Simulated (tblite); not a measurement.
A tight-binding relaxation on `C#CC1=CC=[C]C(Cl)=C1` [radical].

Computed with GFN2-xTB geometry optimisation, gas phase (tblite 0.8.0). Start geometry: from a force field or distance geometry. A driver script takes a list of jobs; this job's settings line and coordinates (Å) are shown.

Command:
```bash
OMP_NUM_THREADS=1 python probes_run.py task.json out
```

Input:
```
{"job": {"kind": "relax", "xc": "GFN2-xTB", "basis": "xTB"}, "charge": 0, "multiplicity": 2}
C     -2.921000    -1.111100     0.159500
C     -1.818300    -0.665800     0.085000
C     -0.474100    -0.153200     0.020300
C     -0.278200     1.204300    -0.309500
C      1.019100     1.705800    -0.370200
C      2.105000     0.873200    -0.139500
C      1.900900    -0.462800     0.175600
Cl     3.265100    -1.471900     0.476800
C      0.614200    -0.988700     0.259500
H     -3.923700    -1.498500     0.223100
H     -1.127500     1.851100    -0.491800
H      1.183100     2.749100    -0.622400
H      0.450800    -2.031100     0.515900
```

**Question.** Estimate the output.

**Answer.** 
```
step      E/eV     max force
  0    -640.44854    1.918
  1    -640.42957    4.548
  2    -640.52267    0.692
  3    -640.53319    0.375
  4    -640.53889    0.216
  5    -640.54209    0.134
  6    -640.54287    0.121
  7    -640.54460    0.072
  8    -640.54496    0.051
  9    -640.54509    0.037
 10    -640.54515    0.031
 11    -640.54526    0.035
 12    -640.54533    0.023
 13    -640.54536    0.009
```

«max force» is the largest atomic force in eV/Å.

**Question.** From which step on does the largest force stay under 0.1 eV/Å, and how much energy is left to gain from there?

**Answer.** From step 7 (0.072 eV/Å), 0.8 meV above the end.

Main results: energy lowered by 2.2 kcal/mol over 13 steps; largest atomic force 0.009 eV/Å at the end.

**Question.** Give the final coordinates.

**Answer.** 0.026 Å rms from the input after alignment:
```
atom  x, y, z in Å
C1    -2.9069   -1.1005    0.1589
C2    -1.7906   -0.6648    0.0927
C3    -0.4750   -0.1427    0.0145
C4    -0.2820    1.2006   -0.3049
C5     1.0113    1.7093   -0.3785
C6     2.0437    0.8562   -0.1346
C7     1.9017   -0.4643    0.1804
Cl8    3.2579   -1.4960    0.4813
C9     0.6116   -0.9810    0.2594
H10   -3.8817   -1.4840    0.2179
H11   -1.1310    1.8411   -0.4910
H12    1.1784    2.7470   -0.6219
H13    0.4581   -2.0203    0.5082
```

Time: 0.1 s wall. Hardware: Arm Neoverse V1, one thread, no GPU (shared host).
Labels such as C1 count atoms from 1, the log's own numbers from 0.
